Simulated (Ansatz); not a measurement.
Ansatz (a first-principles code) input (B3LYP-D3(BJ)/def2-TZVP):

Ansatz 0.2 input:
```yaml
crystal:
  periodic: [false, false, false]
  atoms:
    - {symbol: C, position_ang: [-2.44523806, 0.10320825, -0.67082028]}
    - {symbol: C, position_ang: [-1.12325232, -0.56980455, -0.45571480]}
    - {symbol: C, position_ang: [-0.10150669, 0.03887169, 0.24277793]}
    - {symbol: O, position_ang: [-0.11031783, 1.19620849, 0.77793753]}
    - {symbol: C, position_ang: [1.20827651, -0.75498392, 0.40095085]}
    - {symbol: C, position_ang: [2.40614935, 0.02567517, -0.14111310]}
    - {symbol: H, position_ang: [-2.40932854, 1.08676436, -0.19451301]}
    - {symbol: H, position_ang: [-2.69653855, 0.26010534, -1.73317839]}
    - {symbol: H, position_ang: [-3.29869771, -0.44381870, -0.23585121]}
    - {symbol: H, position_ang: [-0.97168547, -1.56662098, -0.85822942]}
    - {symbol: H, position_ang: [1.36196407, -0.93170027, 1.47366947]}
    - {symbol: H, position_ang: [1.13505101, -1.73234558, -0.08803406]}
    - {symbol: H, position_ang: [3.36145472, -0.46492485, 0.08000445]}
    - {symbol: H, position_ang: [2.40642061, 1.02262089, 0.30277468]}
    - {symbol: H, position_ang: [2.32732994, 0.14245219, -1.22662646]}
basis:
  gaussian:
    orbitals: def2-TZVP
hamiltonian:
  xc: b3lyp
  dispersion: d3bj
total_charge: -1
phonons: {temperatures: {t_min: 298.15, t_max: 298.15, t_step: 100}}
```

Output:

```
Functional definition: B3LYP
integrals: 0.17 GiB planned
1447 factors; their error is unknown
0.33 GiB of the device are held for the grids
1.29 GiB of device memory are held for the factors and their scratch space
mean field: 1.30 GiB planned
mean field evaluation 1: about -7372.3324 eV, gradient 6.6e1 eV
mean field evaluation 2: about -7362.6846 eV, gradient 9.0e1 eV
mean field evaluation 4: about -7382.2069 eV, gradient 8.4e0 eV
mean field evaluation 8: about -7382.3434 eV, gradient 2.0e-1 eV
mean field evaluation 16: about -7382.3217 eV, gradient 4.8e-4 eV
mean field -7382.32174545 eV, -271.2953202280 hartree, gradient 1.4e-5 eV, S^2 0.000000; 0 other end points of the search recorded, 0 dependent functions left out
the calculation of the forces begins
reference -7382.32205694 eV, -271.2953316751 hartree; 24, 24 occupied and 216, 216 virtual orbitals, 1447 factors
these checks for a lower state are left out or cut short: stability, starts, cluster_reference, orbital_swaps, neighbouring_geometries, increment
integrals: 0.17 GiB planned
1447 factors; their error is unknown
0.33 GiB of the device are held for the grids
1.29 GiB of device memory are held for the factors and their scratch space
mean field: 1.30 GiB planned
mean field -7382.32155659 eV, -271.2953132875 hartree, gradient 3.1e-6 eV, S^2 0.000000; 0 other end points of the search recorded, 0 dependent functions left out
the calculation of the forces begins
reference -7382.32186792 eV, -271.2953247285 hartree; 24, 24 occupied and 216, 216 virtual orbitals, 1447 factors
these checks for a lower state are left out or cut short: stability, starts, cluster_reference, orbital_swaps, neighbouring_geometries, increment
integrals: 0.17 GiB planned
1447 factors; their error is unknown
0.33 GiB of the device are held for the grids
1.29 GiB of device memory are held for the factors and their scratch space
mean field: 1.30 GiB planned
mean field evaluation 32: about -7382.3217 eV, gradient 8.4e-3 eV
mean field -7382.32165247 eV, -271.2953168108 hartree, gradient 3.1e-6 eV, S^2 0.000000; 0 other end points of the search recorded, 0 dependent functions left out
the calculation of the forces begins
reference -7382.32196412 eV, -271.2953282639 hartree; 24, 24 occupied and 216, 216 virtual orbitals, 1447 factors
these checks for a lower state are left out or cut short: stability, starts, cluster_reference, orbital_swaps, neighbouring_geometries, increment
integrals: 0.17 GiB planned
1447 factors; their error is unknown
0.33 GiB of the device are held for the grids
1.29 GiB of device memory are held for the factors and their scratch space
mean field: 1.30 GiB planned
mean field -7382.32159276 eV, -271.2953146166 hartree, gradient 3.1e-6 eV, S^2 0.000000; 0 other end points of the search recorded, 0 dependent functions left out
the calculation of the forces begins
reference -7382.32190425 eV, -271.2953260637 hartree; 24, 24 occupied and 216, 216 virtual orbitals, 1447 factors
these checks for a lower state are left out or cut short: stability, starts, cluster_reference, orbital_swaps, neighbouring_geometries, increment
integrals: 0.17 GiB planned
1447 factors; their error is unknown
0.33 GiB of the device are held for the grids
1.29 GiB of device memory are held for the factors and their scratch space
mean field: 1.30 GiB planned
mean field -7382.32158612 eV, -271.2953143727 hartree, gradient 3.1e-6 eV, S^2 0.000000; 0 other end points of the search recorded, 0 dependent functions left out
[...]
mean field -7382.32170244 eV, -271.2953186474 hartree, gradient 3.1e-6 eV, S^2 0.000000; 0 other end points of the search recorded, 0 dependent functions left out
the calculation of the forces begins
reference -7382.32201392 eV, -271.2953300941 hartree; 24, 24 occupied and 216, 216 virtual orbitals, 1447 factors
these checks for a lower state are left out or cut short: stability, starts, cluster_reference, orbital_swaps, neighbouring_geometries, increment
integrals: 0.17 GiB planned
1447 factors; their error is unknown
0.33 GiB of the device are held for the grids
1.29 GiB of device memory are held for the factors and their scratch space
mean field: 1.30 GiB planned
mean field -7382.32167473 eV, -271.2953176290 hartree, gradient 3.1e-6 eV, S^2 0.000000; 0 other end points of the search recorded, 0 dependent functions left out
the calculation of the forces begins
reference -7382.32198626 eV, -271.2953290777 hartree; 24, 24 occupied and 216, 216 virtual orbitals, 1447 factors
these checks for a lower state are left out or cut short: stability, starts, cluster_reference, orbital_swaps, neighbouring_geometries, increment
integrals: 0.17 GiB planned
1447 factors; their error is unknown
0.33 GiB of the device are held for the grids
1.29 GiB of device memory are held for the factors and their scratch space
mean field: 1.30 GiB planned
mean field -7382.32164107 eV, -271.2953163919 hartree, gradient 3.1e-6 eV, S^2 0.000000; 0 other end points of the search recorded, 0 dependent functions left out
the calculation of the forces begins
reference -7382.32195252 eV, -271.2953278376 hartree; 24, 24 occupied and 216, 216 virtual orbitals, 1447 factors
these checks for a lower state are left out or cut short: stability, starts, cluster_reference, orbital_swaps, neighbouring_geometries, increment
integrals: 0.17 GiB planned
1447 factors; their error is unknown
0.33 GiB of the device are held for the grids
1.29 GiB of device memory are held for the factors and their scratch space
mean field: 1.30 GiB planned
mean field -7382.32171533 eV, -271.2953191209 hartree, gradient 3.1e-6 eV, S^2 0.000000; 0 other end points of the search recorded, 0 dependent functions left out
the calculation of the forces begins
reference -7382.32202684 eV, -271.2953305687 hartree; 24, 24 occupied and 216, 216 virtual orbitals, 1447 factors
these checks for a lower state are left out or cut short: stability, starts, cluster_reference, orbital_swaps, neighbouring_geometries, increment
integrals: 0.17 GiB planned
1447 factors; their error is unknown
0.33 GiB of the device are held for the grids
1.29 GiB of device memory are held for the factors and their scratch space
mean field: 1.30 GiB planned
mean field evaluation 608: about -7382.3217 eV, gradient 3.1e-6 eV
mean field -7382.32171654 eV, -271.2953191654 hartree, gradient 3.1e-6 eV, S^2 0.000000; 0 other end points of the search recorded, 0 dependent functions left out
the calculation of the forces begins
reference -7382.32202801 eV, -271.2953306119 hartree; 24, 24 occupied and 216, 216 virtual orbitals, 1447 factors
these checks for a lower state are left out or cut short: stability, starts, cluster_reference, orbital_swaps, neighbouring_geometries, increment
integrals: 0.17 GiB planned
1447 factors; their error is unknown
0.33 GiB of the device are held for the grids
1.29 GiB of device memory are held for the factors and their scratch space
mean field: 1.30 GiB planned
mean field -7382.32176367 eV, -271.2953208976 hartree, gradient 3.1e-6 eV, S^2 0.000000; 0 other end points of the search recorded, 0 dependent functions left out
the calculation of the forces begins
reference -7382.32207519 eV, -271.2953323455 hartree; 24, 24 occupied and 216, 216 virtual orbitals, 1447 factors
these checks for a lower state are left out or cut short: stability, starts, cluster_reference, orbital_swaps, neighbouring_geometries, increment
integrals: 0.17 GiB planned
1447 factors; their error is unknown
0.33 GiB of the device are held for the grids
1.29 GiB of device memory are held for the factors and their scratch space
mean field: 1.30 GiB planned
mean field -7382.32169643 eV, -271.2953184265 hartree, gradient 3.1e-6 eV, S^2 0.000000; 0 other end points of the search recorded, 0 dependent functions left out
the calculation of the forces begins
reference -7382.32200790 eV, -271.2953298728 hartree; 24, 24 occupied and 216, 216 virtual orbitals, 1447 factors
these checks for a lower state are left out or cut short: stability, starts, cluster_reference, orbital_swaps, neighbouring_geometries, increment
integrals: 0.17 GiB planned
1447 factors; their error is unknown
0.33 GiB of the device are held for the grids
1.29 GiB of device memory are held for the factors and their scratch space
mean field: 1.30 GiB planned
mean field -7382.32173665 eV, -271.2953199045 hartree, gradient 3.1e-6 eV, S^2 0.000000; 0 other end points of the search recorded, 0 dependent functions left out
the calculation of the forces begins
reference -7382.32204816 eV, -271.2953313522 hartree; 24, 24 occupied and 216, 216 virtual orbitals, 1447 factors
these checks for a lower state are left out or cut short: stability, starts, cluster_reference, orbital_swaps, neighbouring_geometries, increment
integrals: 0.17 GiB planned
1447 factors; their error is unknown
0.33 GiB of the device are held for the grids
1.29 GiB of device memory are held for the factors and their scratch space
mean field: 1.30 GiB planned
mean field -7382.32172427 eV, -271.2953194495 hartree, gradient 3.1e-6 eV, S^2 0.000000; 0 other end points of the search recorded, 0 dependent functions left out
the calculation of the forces begins
reference -7382.32203575 eV, -271.2953308961 hartree; 24, 24 occupied and 216, 216 virtual orbitals, 1447 factors
these checks for a lower state are left out or cut short: stability, starts, cluster_reference, orbital_swaps, neighbouring_geometries, increment
integrals: 0.17 GiB planned
1447 factors; their error is unknown
0.33 GiB of the device are held for the grids
1.29 GiB of device memory are held for the factors and their scratch space
mean field: 1.30 GiB planned
mean field evaluation 640: about -7382.3216 eV, gradient 4.4e-4 eV
mean field -7382.32162553 eV, -271.2953158210 hartree, gradient 3.1e-6 eV, S^2 0.000000; 0 other end points of the search recorded, 0 dependent functions left out
the calculation of the forces begins
reference -7382.32193700 eV, -271.2953272673 hartree; 24, 24 occupied and 216, 216 virtual orbitals, 1447 factors
these checks for a lower state are left out or cut short: stability, starts, cluster_reference, orbital_swaps, neighbouring_geometries, increment
integrals: 0.17 GiB planned
1447 factors; their error is unknown
0.33 GiB of the device are held for the grids
1.29 GiB of device memory are held for the factors and their scratch space
mean field: 1.30 GiB planned
mean field -7382.32166982 eV, -271.2953174487 hartree, gradient 3.1e-6 eV, S^2 0.000000; 0 other end points of the search recorded, 0 dependent functions left out
the calculation of the forces begins
reference -7382.32198134 eV, -271.2953288967 hartree; 24, 24 occupied and 216, 216 virtual orbitals, 1447 factors
Total energy: -7382.82496660 eV, -271.3138132642 hartree
Atom 0 at    -2.445238     0.103208    -0.670820 Å, force    -0.000080     0.000269    -0.000419 eV/Å
Atom 1 at    -1.123252    -0.569805    -0.455715 Å, force     0.001333     0.000179    -0.000497 eV/Å
Atom 2 at    -0.101507     0.038872     0.242778 Å, force    -0.000040    -0.000229    -0.000338 eV/Å
Atom 3 at    -0.110318     1.196208     0.777938 Å, force    -0.000149    -0.000532     0.000606 eV/Å
Atom 4 at     1.208277    -0.754984     0.400951 Å, force    -0.000226     0.000266    -0.000303 eV/Å
Atom 5 at     2.406149     0.025675    -0.141113 Å, force     0.000313     0.000237     0.000134 eV/Å
Atom 6 at    -2.409329     1.086764    -0.194513 Å, force    -0.000010    -0.000030     0.000048 eV/Å
Atom 7 at    -2.696539     0.260105    -1.733178 Å, force    -0.000128     0.000122     0.000122 eV/Å
Atom 8 at    -3.298698    -0.443819    -0.235851 Å, force     0.000064     0.000058    -0.000075 eV/Å
Atom 9 at    -0.971685    -1.566621    -0.858229 Å, force    -0.000767    -0.000375     0.000868 eV/Å
Atom 10 at     1.361964    -0.931700     1.473669 Å, force    -0.000167     0.000062    -0.000170 eV/Å
Atom 11 at     1.135051    -1.732346    -0.088034 Å, force     0.000109    -0.000110     0.000142 eV/Å
Atom 12 at     3.361455    -0.464925     0.080004 Å, force     0.000021     0.000088     0.000020 eV/Å
Atom 13 at     2.406421     1.022621     0.302775 Å, force     0.000002     0.000128    -0.000080 eV/Å
Atom 14 at     2.327330     0.142452    -1.226626 Å, force    -0.000276    -0.000134    -0.000057 eV/Å
Dipole moment:     0.375466    -0.448844    -0.221902 e Å
Vibrations: 75.19 90.79 180.30 212.91 262.99 306.97 421.01 561.78 604.03 707.82 794.93 816.79 958.08 1017.37 1045.78 1064.28 1082.32 1102.78 1196.88 1275.18 1315.65 1360.54 1371.80 1447.02 1462.94 1480.58 1484.79 1491.86 1504.98 1608.60 2900.48 2908.75 2972.08 2990.63 3017.16 3041.03 3057.53 3088.44 3121.71 cm⁻¹, zero-point energy 3.434658 eV
```

It need not be the lowest isomer of its formula. Whether it binds its extra electron was not tested at this geometry.
